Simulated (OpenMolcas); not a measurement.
A calculation on Rh⁵⁺.

```json
{
 "Program": "OpenMolcas",
 "Method": "SS-RASPT2, IPEA 0.25 Eh, imaginary shift 0.1 Eh (closed shells correlated: 4s)",
 "Basis": "ANO-RCC-VQZP [8s7p5d3f2g1h]",
 "Scalar Hamiltonian": "DKH2, point nucleus",
 "Active space": "10 electrons in 8 orbitals (RAS1 4p, at most 2 holes; RAS2 4d)",
 "State averaging": "2S+1 = 5 even, 5 roots; 2S+1 = 3 even, 45 roots; 2S+1 = 1 even, 49 roots",
 "Spin-orbit coupling": "RASSI with atomic mean-field integrals over the reference wave functions, term energies averaged over their components"
}
```

(1) Which level of the active space comes out lowest?

(2) How high does 4d⁴ ³P₂(1) lie?

(3) How high does 4d⁴ ³P₀(1) lie?

(4) How high does 4d⁴ ⁵D₃ lie?

(5) The level at 22850 cm⁻¹ has J = 3. What is it made of, and what is its g factor?

Results:

(1) 4d⁴ ⁵D₀, with 96 % of that term.

(2) 26220 cm⁻¹ above the lowest level.

(3) 18860 cm⁻¹ above the lowest level.

(4) 3070 cm⁻¹ above the lowest level.

(5) 52 % 4d⁴ ³F₃(1), 47 % 4d⁴ ³G; g = 0.931, against 1.084 from Landé's formula for the pure leading term.

CASPT2 does not keep the components of a term degenerate, so their means are used; among the terms shown or strongly mixed into the levels shown the widest spread is 77 cm-1 (4d⁴ ³F(1)). Active for correlation alone: 4p; no level in the range computed is led by a configuration that opens it, so any true level of that kind is missing. Only configurations of the active space appear.

A number in round brackets counts repeated terms of one configuration in the order of the reference energies.
